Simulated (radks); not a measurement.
The numbers below are computed, except where a source is named.
The table gives one normalised radial function P(r) = r R(r) of Cd5+ in [Kr] 4d7 (r in bohr). Level of theory: scalar-relativistic Kohn-Sham, PBE, spin-unpolarised, spherical densities, point nucleus (a radial shooting solver on a logarithmic mesh with Libxc functionals).

r             P
0.001999  0.0150
0.002603  0.0239
0.003362  0.0377
0.004378  0.0601
0.005656  0.0943
0.007364  0.1492
0.009513  0.2307
0.01239   0.3571
0.016     0.5364
0.02067   0.7878
0.02691   1.1354
0.03477   1.5564
0.04527   2.0452
0.05848   2.4983
0.07614   2.8193
0.09836   2.8526
0.1281    2.5146
0.1654    1.8791
0.2154    1.1173
0.2783    0.5166
0.3624    0.1646
0.4681    0.0355
0.6095    0.0042
0.7873    0.0003
1.025     0.0000
1.324     0.0000
1.724     0.0000
2.228     0.0000
2.9       0.0000
3.747     0.0000

Which n and l does it have? It may be an empty orbital.

Answer. n = 2, l = 1: the number of nodes gives n - l - 1 = 0, the rise at small r (about r^(l+1), flatter next to the nucleus through relativity) gives l, and the extent must fit the shell. The curve is that of 2p. 2p: eigenvalue -3610.1 eV, 0 radial nodes, <r> = 0.115 bohr, 90 % of the charge inside 0.187 bohr.
